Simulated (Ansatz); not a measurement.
## Stretch profile

CH₆NSn (SMILES C[NH][SnH2+]) (charge +1), closed shell, at its PBE0-D4/def2-TZVP minimum:

C1  (-0.443, 1.036, -0.702)
N2  (0.225, -0.239, -0.478)
Sn3  (0.436, -1.188, 1.185)
H4  (-1.271, 0.911, -1.404)
H5  (0.260, 1.764, -1.113)
H6  (-0.841, 1.431, 0.233)
H7  (0.616, -0.652, -1.315)
H8  (1.265, -2.643, 1.084)
H9  (-0.247, -0.419, 2.511)
(Å)

The bond length N2–H7 (1.012 Å at the minimum) is set to the values below, the two halves moving rigidly along the bond. Each method's energies count from its own value at the PBE0-D4 minimum structure. Computed with Ansatz 0.2.0 (basis: def2-TZVPP); correlated methods freeze the cores. Filled d shells of the heavier atoms are correlated. Core potentials replace the inner electrons of the atoms past krypton. The def2 sets are not built for correlating such inner shells, so the correlated values are less sure here.

CCSD(T) energies along the scan:
```
bond length (Å)  CCSD(T) (kcal/mol)
          0.891                9.94
          0.926                4.66
          0.977                0.71
          1.038                0.30
          1.104                3.47
          1.176                9.66
          1.253               18.13
          1.333               27.94
          1.417               38.57
```
They count from the CCSD(T) energy at the PBE0-D4 minimum.

Minimum and curvature along this coordinate at CCSD(T): A fifth-order fit through the nearest points gives 1.013 Å, with a curvature of about 44 eV/Å².

Task: Treat the two halves as rigid bodies and work out the harmonic wavenumber of this stretch from that curvature (ν̃ = 521.5 √(k/μ) cm⁻¹ with k in eV/Å² and μ in u).

Result: The halves weigh 149.77 and 1.01 u, so μ = 149.77 × 1.01/150.78 = 1.003 u and ν̃ = 521.5 √(44/1.003) ≈ 3500 cm⁻¹. A true normal mode mixes in other motions, so this is a guide only.

Largest difference from the CCSD(T) curve over the scan: r2SCAN-D4 0.18; PBE0-D4 1.29; wB97M-V 1.63; HF 8.93 kcal/mol. Each curve counts from its own value at the minimum.

No T1 diagnostic of these runs exceeds 0.023.

For scale, one of the runs: CCSD(T)/def2-TZVPP, 196 basis functions, launched by `ansatz run in.yaml --threads 2 --pin off --events-out ev --progress --plain --max-ram 4352MiB`. Time: 84 s of wall clock on 2 CPU threads of an AMD EPYC 7R43; the host was shared. Peak host memory: 2.6 GiB.
